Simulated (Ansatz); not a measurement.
H6Si3, SMILES [SiH2]1[SiH2][SiH2]1.

Geometry: PBE0-D3(BJ)/def2-SVP.

Two levels are set side by side: PBE/def2-SVPD (Ansatz, a quantum-chemistry and plane-wave program) and CAM-B3LYP/def2-SVPD (Ansatz). Energy differences of separate SCF runs at the same geometry; the states with an electron removed or added have multiplicity 2 and 2. Differences are taken from unrounded values.

| quantity | PBE |
|---|---|
| vertical ionisation energy (eV) | 8.71 |
| vertical singlet–triplet gap (eV) | 3.84 |

These are the PBE values. What does CAM-B3LYP give? (Estimate from the structure and the level; the computed values follow.)


```json
[
 {"quantity": "vertical ionisation energy (eV)", "CAM-B3LYP": "8.84", "PBE minus CAM-B3LYP": "-0.13"},
 {"quantity": "vertical singlet–triplet gap (eV)", "CAM-B3LYP": "4.22", "PBE minus CAM-B3LYP": "-0.38"}
]
```
